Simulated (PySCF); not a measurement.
A GIAO shielding run with PySCF (density fitting, non-relativistic, gas phase) on `FC1=C[SiH2]C=C1F`, C$_{4}$H$_{4}$F$_{2}$Si:

```
$ OMP_NUM_THREADS=1 python probes_run.py task.json out

{"job": {"kind": "nmr", "xc": "BHandHLYP", "basis": "pcSseg-1", "pop": false}, "charge": 0, "multiplicity": 1}
F      2.509170    -0.643307    -0.351505
C      1.222693    -0.417944    -0.148073
C      0.322663    -1.300554     0.307905
Si    -1.294744    -0.363486     0.395617
C     -0.552738     1.222984    -0.261659
C      0.745160     0.954291    -0.460852
F      1.655794     1.797206    -0.914844
H      0.588777    -2.325240     0.568007
H     -2.370346    -0.927233    -0.471266
H     -1.810626    -0.231026     1.790189
H     -0.982902     2.203144    -0.467946
```

Hardware: 1 thread of an Arm Neoverse V1, shared host. The job also computes ring-centre shieldings.

**Question.** How large is the calculation?

**Answer.** 60 electrons, 146 basis functions and 779 auxiliary functions.

**Question.** How long does it take, and how much memory does it need?

**Answer.** 13 s of wall time, with 13 SCF cycles and 6 response iterations; peak memory 0.79 GiB. Times on a shared host scatter by some tens of per cent.

**Question.** And these other runs on the same molecule and hardware: GIAO shielding at B97-D/pcSseg-1; GIAO shielding at BLYP/pcSseg-1; GIAO shielding at CAM-B3LYP/pcSseg-1; GIAO shielding at KT3/pcSseg-1; GIAO shielding at PBE/pcSseg-1; GIAO shielding at PBE0/6-31G?

**Answer.** B97-D/pcSseg-1: 146 functions, 19 s; BLYP/pcSseg-1: 146 functions, 19 s; CAM-B3LYP/pcSseg-1: 146 functions, 18 s; KT3/pcSseg-1: 146 functions, 19 s; PBE/pcSseg-1: 146 functions, 19 s; PBE0/6-31G: 75 functions, 7.3 s.
